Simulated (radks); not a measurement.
Spherical quantum dot in the effective-mass picture: electrons in a hard-walled sphere of radius 2.84, with a point charge +1 (a donor) at the centre, all in effective atomic units (hartree* = m*/eps^2 hartree, bohr* = eps/m* bohr), one dielectric constant everywhere. Calculated with a radial shooting solver with Libxc functionals: non-relativistic Kohn-Sham, PBE, spin-polarised, spherical densities. Levels are named by radial order and angular momentum (1s, 1p, 1d, 2s, ...), and open shells are averaged over m. Results are scaled to m* = 0.213 and eps = 9.3, for which hartree* = 67.01 meV and bohr* = 2.31 nm.

N = 8, configuration 1s2 1p6. This is the lowest configuration that the search found. Occupied and some empty levels:

| level | occupation | eigenvalue (meV) | <r> (nm) |
|---|---|---|---|
| 1s | 2 | 244.86 | 3.375 |
| 1p | 6 | 284.75 | 4.095 |
| 1d | 0 | 333.14 | 4.403 |
| 2s | 0 | 346.80 | 3.037 |
| 1f | 0 | 393.31 | 4.613 |

Energy (meV): total 1135.21, kinetic 602.15, external -363.87, Hartree 1134.0, exchange-correlation -237.08.

Electron density:

| r (nm) | n(r) (e/nm^3) |
|---|---|
| 0.491 | 0.01981 |
| 0.982 | 0.01566 |
| 1.47 | 0.01423 |
| 1.97 | 0.01421 |
| 2.46 | 0.01476 |
| 2.95 | 0.01520 |
| 3.44 | 0.01500 |
| 3.93 | 0.01372 |
| 4.42 | 0.01121 |
| 4.92 | 0.007731 |
| 5.41 | 0.004105 |
| 5.90 | 0.001367 |
| 6.39 | 0.00008563 |
